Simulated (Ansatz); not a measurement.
The first iterations of a band of BF2H + FH (6 atoms, charge 0, multiplicity 1).

These are results of RKS revPBE/def2-SVP (Ansatz), not measurements.

| Quantity | Value |
| --- | --- |
| movable images | 7 |
| climbing image | yes |
| spring | 5.0 eV/Å² |
| optimiser | quadratic models (default) |
| start path | through a guess of the saddle point |
| force threshold | 0.05 eV/Å |
| iteration limit | 60 |
| end points | relaxed |

Initial state:

```xyz
6
Properties=species:S:1:pos:R:3
B -0.004 0.333 -0.041
H -0.006 0.701 1.116
F 1.139 0.233 -0.718
F -1.149 0.176 -0.704
F 0.061 -2.012 0.830
H 0.064 -1.834 1.748
```

Final state:

```xyz
6
Properties=species:S:1:pos:R:3
B 0.014 -0.484 -0.661
H 0.014 0.149 2.483
F 1.147 0.184 -0.844
F -1.154 0.129 -0.825
F 0.048 -1.769 -0.321
H 0.037 -0.611 2.398
```

| iteration | highest image above the first end (eV) | largest band force component (eV/Å) |
| --- | --- | --- |
| 1 | 1.918 | 6.806 |
| 2 | 0.645 | 3.914 |
| 3 | 0.604 | 2.869 |
| 4 | 0.659 | 1.412 |
| 5 | 0.622 | 1.122 |

Task: Does the band converge within its limit, and where does its top end?

Result: The run converged. It ended after 15 iterations with the highest image 0.598 eV above the first end. A vibrational analysis at the climbing image gives one clearly imaginary mode, 1016i cm⁻¹: a first-order saddle point. The orbitals stay closed-shell, which can raise the energy where a bond breaks towards radicals; this wasn't checked here.

Time of the run: 110 s on 1 thread of Arm Neoverse V2, on a shared host, peak memory 0.11 GiB.
